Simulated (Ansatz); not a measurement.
## The standard entropy of BaO (SMILES [O][Ba]) from a frequency calculation

A linear singlet with charge 0, relaxed at wB97M-V/def2-TZVPD (core potential) (Ansatz 0.2.0):

```xyz
2

O     0.0000    0.0000    0.0890
Ba    0.0000    0.0000    2.0117
```

Harmonic wavenumbers in cm⁻¹: 698.

Masses in u: O 15.999, Ba 137.327. Take T = 298.15 K, p = 1 bar, R = 8.3145 J/(mol K), kT/hc = 207.22 cm⁻¹, rigid rotor and harmonic oscillator.

Work out S° at 298 K.


1. Translation (Sackur–Tetrode): S = R[3/2 ln M + 5/2 ln T − 1.1517] with M = 153.326 gives 171.6 J/(mol K).
2. Rotation: the moment of inertia is 52.973 u Å², so B = 16.8576/I = 0.3182 cm⁻¹; σ = 1; q = kT/(σhcB) = 651.2; S = R(ln q + 1) = 62.2.
3. Vibration: with u = ν̃/207.22, each mode gives R[u/(eᵘ − 1) − ln(1 − e⁻ᵘ)]; the sum is 1.3.
4. Spin: R ln 1 = 0.0.
5. Sum: 171.6 + 62.2 + 1.3 + 0.0 = 235.1 J/(mol K).

No measured value is set beside it here.
